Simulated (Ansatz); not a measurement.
## Worked example: SbHF2 + C3H8B → SbF2 + C3H9B

Species: SbHF2 `[F][SbH][F]`, singlet; C3H8B `C[B]CC`, doublet; SbF2 `[F][Sb][F]`, doublet; C3H9B `CBCC`, singlet. A radical takes H: the energy is the difference in strength between the Sb–H bond broken and the B–H bond made.

Shapes, held fixed at every level: PBE0-D4/def2-TZVP. Flexible molecules stand in one conformer, not always the lowest. Programs: Ansatz 0.2.0. The zero-point and thermal change to 298 K, harmonic and unscaled (PBE0-D4/def2-TZVP), is +7.9 kJ/mol.

At CCSD(T)/def2-TZVPP; 1 Eh = 2625.50 kJ/mol:

```
species  energy (Eh)
  SbHF2  -439.722739
  C3H8B  -143.621302
   SbF2  -439.114501
  C3H9B  -144.293650
```

**Question.** Work out ΔH(298 K) of the reaction at this level.

**Answer.** 
1. Products less reactants: (-439.114501) + (-144.293650) − [(-439.722739) + (-143.621302)] = -0.064110 Eh = -168.3 kJ/mol.
2. With the thermal change: -168.3 + (+7.9) = -160.4 kJ/mol.

Other levels give -165.7 (B2PLYP/def2-TZVPP) to -153.8 kJ/mol (HF/def2-TZVPP). No measured value is set beside it here. Open shells run unrestricted. For atoms past krypton def2 sets carry core potentials with scalar relativity. Outer-core shells of Sb are correlated in most correlated rows, in sets that cover them unevenly.
